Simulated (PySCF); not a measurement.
PySCF 2.14 output of a UHF calculation on a single atom or ion in dyall-av2z (16s12p7d2f, 101 functions), with no relativity, point nucleus:

```
SCF conv_tol = 1e-09
number electrons alpha = 12  beta = 9
cycle= 1 E= -847.771995555935  delta_E= -0.00393  |g|= 0.0211  |ddm|= 0.0449
cycle= 2 E= -847.77216608587  delta_E= -0.000171  |g|= 0.00592  |ddm|= 0.0167
cycle= 3 E= -847.772282758642  delta_E= -0.000117  |g|= 0.00502  |ddm|= 0.0187
cycle= 4 E= -847.772226961161  delta_E= 5.58e-05  |g|= 0.00406  |ddm|= 0.00954
cycle= 5 E= -847.772133147195  delta_E= 9.38e-05  |g|= 0.0014  |ddm|= 0.0243
cycle= 6 E= -847.772128347005  delta_E= 4.8e-06  |g|= 0.000213  |ddm|= 0.0107
cycle= 7 E= -847.77212863605  delta_E= -2.89e-07  |g|= 0.000145  |ddm|= 0.00351
cycle= 8 E= -847.772128806867  delta_E= -1.71e-07  |g|= 0.000113  |ddm|= 0.0022
cycle= 9 E= -847.772129096552  delta_E= -2.9e-07  |g|= 7.54e-05  |ddm|= 0.00475
cycle= 10 E= -847.772129336208  delta_E= -2.4e-07  |g|= 1.41e-05  |ddm|= 0.0087
cycle= 11 E= -847.772129339389  delta_E= -3.18e-09  |g|= 2.99e-06  |ddm|= 0.00108
cycle= 12 E= -847.772129339405  delta_E= -1.59e-11  |g|= 3.07e-07  |ddm|= 9.63e-05
converged SCF energy = -847.772129339405  <S^2> = 3.7516235  2S+1 = 4.0008117
```

The run itself started from symmetry-adapted Hartree-Fock orbitals and held the occupation by maximum overlap, so the iterations belong to that start.

Problem. Which element, charge and spin multiplicity is this?

Solution. Ti⁺ (titanium, charge +1), multiplicity 4; the state was [Ar] 3d1 4s1 5s1, high-spin 4D determinant (an excited configuration).

The outer electron is Rydberg-like, and this basis confines it to a smaller radius and binds it less than a complete one would.
